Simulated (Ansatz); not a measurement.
Basis-set series for C2H5Si2, SMILES `[SiH2]C#C[SiH3]` radical. Total charge 0; spin multiplicity 2. All single points use the PBE0-D4/def2-TZVP geometry.

```
functional       basis  functions  energy (Eh)  HOMO (eV)  LUMO (eV)
   PBE0-D4    def2-SVP         89   -657.51355      -6.20      -2.78
   PBE0-D4  def2-TZVPP        216   -657.80361      -6.23      -2.81
   ωB97M-V    def2-SVP         89   -657.76296      -7.86      -1.07
   ωB97M-V  def2-TZVPP        216   -658.05846      -7.92      -1.18
```

Problem. Give the rows for def2-QZVPP. (Estimate.)

Solution. Computed: 
```json
{"functional": "PBE0-D4", "basis": "def2-QZVPP", "functions": "404", "energy (Eh)": "-657.82723", "HOMO (eV)": "-6.24", "LUMO (eV)": "-2.83"}
{"functional": "ωB97M-V", "basis": "def2-QZVPP", "functions": "404", "energy (Eh)": "-658.08006", "HOMO (eV)": "-7.94", "LUMO (eV)": "-1.22"}
```

HOMO and LUMO are taken over both spins.
